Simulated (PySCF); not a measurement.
# Assigning NMR signals

Mapped SMILES: `[CH:1]#[C:2][Si@H:3]1[SiH2:4][Si@@H:5]([O:6][CH3:7])[SiH2:8]1`; H(Xn) means a hydrogen on atom n. Ha(Si4), Ha(Si8) are cis to C2 on the ring; Hb(Si4), Hb(Si8) are trans to C2 on the ring.

PySCF 2.14 calculation with structure optimised with GFN2-xTB and NMR shieldings at PBE0/pcSseg-1/GIAO; isolated molecule, one conformer, averaged over atoms made equivalent by symmetry, fast rotation or ring inversion, non-relativistic.

Referencing at the same level of theory: ¹³C and ¹H against TMS.

Q: Assign these signals to the numbered atoms. ¹³C{¹H} NMR (computed): δ 109.1, 85.3, 55.4.

A: 
```tsv
δ (ppm)	atoms	environment	reason
109.1	C1	terminal alkyne carbon	–
85.3	C2	alkyne carbon	sp carbons lie upfield of alkene carbons because the cylindrical π system leaves one tensor component strongly shielded
55.4	C7	methyl carbon bonded to O	deshielded by the electronegative neighbour
```

Q: Assign these signals to the numbered atoms. ¹H NMR (600 MHz, computed): δ 6.35 (m, 1H), 5.02 (m, 1H), 4.45 (m, 2H), 4.00 (m, 2H), 3.71 (s, 3H), 2.25 (d, 1H).

A: 
```tsv
δ (ppm)	atoms	environment	reason
6.35	H(Si5)	hydrogen on a silicon bonded to O, 2 Si, in a 4-membered ring	–
5.02	H(Si3)	hydrogen on a silicon bonded to C, 2 Si, in a 4-membered ring	–
4.45	Ha(Si4)/Ha(Si8)	hydrogen on a silicon bonded to 2 Si, in a 4-membered ring	–
4.00	Hb(Si4)/Hb(Si8)	hydrogen on a silicon bonded to 2 Si, in a 4-membered ring	–
3.71	H(C7)	hydrogen on a methyl carbon bonded to O	its carbon carries O, an electronegative neighbour
2.25	H(C1)	hydrogen on a terminal alkyne carbon	it lies on the axis of the triple bond, in its shielding cone
```

Shifts are as computed. Against solution values, carbons near 30 ppm lie about +3 ppm off and those near 130 ppm about +5 ppm. Of 1211 compounds with measured shifts, 218 miss one by over three times the rms of a fit or turn the order of signals round; such compounds aren't used in these exercises. Multiplicities follow the n + 1 count of equivalent neighbours, as no J values were calculated; m marks all less simple cases, F and P coupling included.
